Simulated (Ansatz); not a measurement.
`O[Si](Cl)(Cl)CC[Si](O)(Cl)Cl`. The species carries charge 0 and has multiplicity 1.

```json
{"atom": "O1", "x (Å)": "0.8866", "y (Å)": "-0.8859", "z (Å)": "-1.9491"}
{"atom": "Si2", "x (Å)": "1.5915", "y (Å)": "0.3259", "z (Å)": "-1.1401"}
{"atom": "Cl3", "x (Å)": "3.6013", "y (Å)": "0.0691", "z (Å)": "-1.3372"}
{"atom": "Cl4", "x (Å)": "1.0820", "y (Å)": "2.1370", "z (Å)": "-1.9680"}
{"atom": "C5", "x (Å)": "1.1582", "y (Å)": "0.3976", "z (Å)": "0.6697"}
{"atom": "C6", "x (Å)": "-0.2973", "y (Å)": "0.7505", "z (Å)": "1.0046"}
{"atom": "Si7", "x (Å)": "-1.5760", "y (Å)": "-0.5535", "z (Å)": "0.7228"}
{"atom": "O8", "x (Å)": "-1.7166", "y (Å)": "-0.8610", "z (Å)": "-0.8849"}
{"atom": "Cl9", "x (Å)": "-1.0831", "y (Å)": "-2.2826", "z (Å)": "1.6954"}
{"atom": "Cl10", "x (Å)": "-3.3905", "y (Å)": "0.0607", "z (Å)": "1.4308"}
{"atom": "H11", "x (Å)": "-0.0694", "y (Å)": "-0.9741", "z (Å)": "-1.8168"}
{"atom": "H12", "x (Å)": "1.4440", "y (Å)": "-0.5625", "z (Å)": "1.1132"}
{"atom": "H13", "x (Å)": "1.8234", "y (Å)": "1.1460", "z (Å)": "1.1126"}
{"atom": "H14", "x (Å)": "-0.3859", "y (Å)": "1.0020", "z (Å)": "2.0678"}
{"atom": "H15", "x (Å)": "-0.6227", "y (Å)": "1.6433", "z (Å)": "0.4587"}
{"atom": "H16", "x (Å)": "-2.4456", "y (Å)": "-1.4124", "z (Å)": "-1.1794"}
```

Q: What are the harmonic wavenumbers in cm⁻¹ at PBE0-D4/def2-TZVP (Ansatz, finite differences of forces, unscaled)? (Estimate.)

A: Computed: 23, 28, 85, 113, 116, 129, 171, 202, 216, 224, 251, 272, 281, 307, 325, 395, 484, 490, 526, 595, 615, 669, 703, 738, 808, 865, 912, 946, 1019, 1042, 1088, 1143, 1292, 1297, 1437, 1443, 3044, 3051, 3089, 3099, 3708, 3895.

Q: Is this a minimum?

A: Yes, all 42 modes are real.

Q: Give the ideal-gas thermochemistry at 298.15 K and 1 bar (rigid rotor, harmonic oscillator; point group C1, symmetry number 1).

A: Zero-point energy 246.1 kJ/mol; H(298) − E = 285.0 kJ/mol; entropy 512.3 J/(mol·K), of which translation 178.2, rotation 137.0, vibration 197.1; G(298) − E = 132.3 kJ/mol. Modes under 100 cm⁻¹ are hindered rotations or soft bends, so the harmonic entropy is rough.

Q: And at 400, 500, 600, 800 and 1000 K?

A: 
```csv
T (K),H − E (kJ/mol),S (J/mol/K),G − E (kJ/mol)
400,307.6,577.3,76.7
500,332.6,632.9,16.1
600,359.6,682.1,-49.6
800,417.7,765.5,-194.7
1000,479.9,834.8,-354.9
```

Q: Rotational constants (cm⁻¹)?

A: 0.03281, 0.009753, 0.008603.
